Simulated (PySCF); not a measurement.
Adding and removing an electron: CI

PBE; C def2-SVPD, I def2-SVPD with ECP28; scalar-relativistic core potentials (PySCF 2.14). Neutral (UKS): doublet (π ↑), Re = 2.051 Å, ωe = 622 cm⁻¹, De = 3.49 eV, HOMO -5.04 eV, LUMO -4.75 eV.

CI⁻ (UKS): triplet (π ↑↑), Re = 2.255 Å, ωe = 394 cm⁻¹, De = 1.86 eV to C + I⁻. The energies at the minima are -335.53803 hartree for CI and -335.59933 for CI⁻.

Problem. Work out the adiabatic electron affinity, without and with harmonic zero-point energies (1 hartree = 27.2114 eV, 1 eV = 8065.5 cm⁻¹), and the change of the bond length.

Solution. At PBE: 0.06130 hartree = 1.668 eV between the minima; the zero-point term (622.0 − 394.0)/2 cm⁻¹ = +0.014 eV makes it 1.682 eV. Re changes by +20.4 pm against the neutral. The electron enters a π orbital, and the longer bond of the ion fits an antibonding orbital, or a change in how ionic the bond is.

These are scalar-relativistic numbers at best; spin–orbit coupling would shift them, the dissociation energy most. For an ion De counts to the pair picked by the measured ionisation energies or electron affinities, which need not be the lowest pair at this level. The highest Kohn–Sham level is positive in this anion. Much of that is self-interaction error, but it also means that the finite basis helps to hold the extra electron. States were picked by a PBE0 search and need not be the measured ground states.
